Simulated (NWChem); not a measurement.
CH₇FSi₂; SMILES FC([SiH3])[SiH3]

Computed with NWChem. Geometry: optimised at PBE0/def2-SVP. Hybrids' shares of exact exchange are those that their runs print; pure functionals count as 0. The functionals differ in more than this share.

```
row              share of exact exchange  orbital gap (eV)
---------------  -----------------------  ----------------
PBE/def2-SVP                        0.00              6.36
TPSSh/def2-SVP                      0.10          withheld
B3LYP/def2-SVP                      0.20              8.34
PW6B95/def2-SVP                     0.28              8.90
```

Fit a straight line of the last column on the one before it, predict the withheld value, and compare with the run.


1. Means of the 3 shown rows: x = 0.160, y = 7.867. Slope Σ(x − x̄)(y − ȳ)/Σ(x − x̄)² = 0.3840/0.04160 = 9.231; intercept 6.390.
2. The shown rows scatter about the line by 0.076 (root mean square); the largest residual is +0.10, at B3LYP/def2-SVP.
3. At x = 0.10 (TPSSh/def2-SVP; inside the shown range) the line gives 7.31.
4. The run gives 7.65, +0.34 from the line, 4.5 times the scatter.
